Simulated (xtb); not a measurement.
3-methylthiophene (C5H6S), SMILES Cc1ccsc1. All values are semi-empirical tight-binding results from xtb (GFN2-xTB unless named), good for trends rather than for accurate numbers. Geometry: GFN2-xTB.

Q: Estimate the properties. (An estimate is asked for; the answer gives what the named calculation found.)

A: 
```
Property                                        Value
--------------------------------------  -------------
point group as xtb finds it                        Cs
orbital gap                                   3.99 eV
zero-point energy                       58.0 kcal/mol
G − E(el) at 298.15 K (modified RRHO)   39.3 kcal/mol
static polarisability (D4 model)           76.5 bohr³
solvation energy, GFN2-xTB/ALPB(water)   0.7 kcal/mol
solvation energy, GFN2-xTB/ALPB(dmso)   -5.1 kcal/mol
```
